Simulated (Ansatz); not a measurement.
Stepwise reaction of `N[Si@H](O)[Si@H](N)O` with hydrogen chloride, as a gas-phase model of exchange steps in deposition or etching. ΔE in kJ/mol.

Isolated molecules relaxed with PBE0-D4/def2-TZVP in Ansatz; ΔE leaves out vibrations. CCSD(T)/CBS is the MP2 limit (def2-TZVPP, def2-QZVPP) plus CCSD(T) − MP2 in def2-TZVPP, frozen cores. This one scheme is used for every species. Functionals use def2-TZVPP. B3LYP here is the variant with VWN-RPA as its local correlation; programs differ in this. Each species was taken in one conformer, which may not be the lowest.

```
step                                                       reaction  PBE-D4  B3LYP-D4  ωB97M-V  CCSD(T)/CBS
   1  `N[Si@H](O)[Si@H](N)O` + HCl → `N[Si@H](Cl)[Si@@H](N)O` + H₂O   -24.2     -18.1    -18.4        -19.5
```

Give the row of step 2, `N[Si@H](Cl)[Si@@H](N)O` + HCl → `N[Si@@H](Cl)[Si@@H](N)Cl` + H₂O. (Best estimate.)

Computed: 
```tsv
step	reaction	PBE-D4	B3LYP-D4	ωB97M-V	CCSD(T)/CBS
2	`N[Si@H](Cl)[Si@@H](N)O` + HCl → `N[Si@@H](Cl)[Si@@H](N)Cl` + H₂O	-15.4	-9.8	-9.7	-12.9
```

By hand: ΔE of the 2 steps together at CCSD(T)/CBS.

(-19.5) + (-12.9) = -32.4 kJ/mol, or -16.2 kJ/mol a step.

In ΔE each step is higher than the one before. All are downhill at CCSD(T)/CBS. PBE-D4 differs from CCSD(T)/CBS by -4.7 to -2.5 kJ/mol a step. Isolated molecules leave out the surface, adducts and barriers. Largest T1 diagnostic: 0.012.
